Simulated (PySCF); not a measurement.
Ionisation energy of W⁷⁰⁺ by level of theory

W⁷⁰⁺ [He] 2s2 (1S) → W⁷¹⁺ [He] 2s1 (2S), as a difference of total energies. Calculation: PySCF 2.14, in an uncontracted even-tempered set (18 s from 51 bohr⁻², ratio 2.2; 8 p from 78 bohr⁻², ratio 2.4; 5 d from 230 bohr⁻², ratio 2.4; 5 f from 350 bohr⁻², ratio 2.4; 4 g from 520 bohr⁻², ratio 2.4); the spin-free X2C one-electron Hamiltonian (Gaussian nucleus). Correlated levels: nothing frozen; virtual orbitals above 40 to 60 times the deepest correlated orbital energy dropped. The calculations carry no spin-orbit coupling.

```
                 method  ionisation energy (eV)
                    UHF                 19376.3
                    LDA                 19366.0
                    PBE                 19385.2
                   PBE0                 19383.3
                 r2SCAN                 19373.4
                   MN15                 19406.4
                   BLYP                 19384.3
    MP2 (all electrons)                 19381.0
SCS-MP2 (all electrons)                 19381.9
```

Q: How much does correlation contribute at MP2 (all electrons)?

A: 19381.0 − (19376.3) = 4.7 eV, measured against UHF.

For this ion Breit and QED terms and the two-electron picture change, all absent here, outweigh the differences among the correlated methods.

For comparison: 19362 ± 3 eV (semi-empirical (NIST evaluation); NIST Atomic Spectra Database, ionization energies).
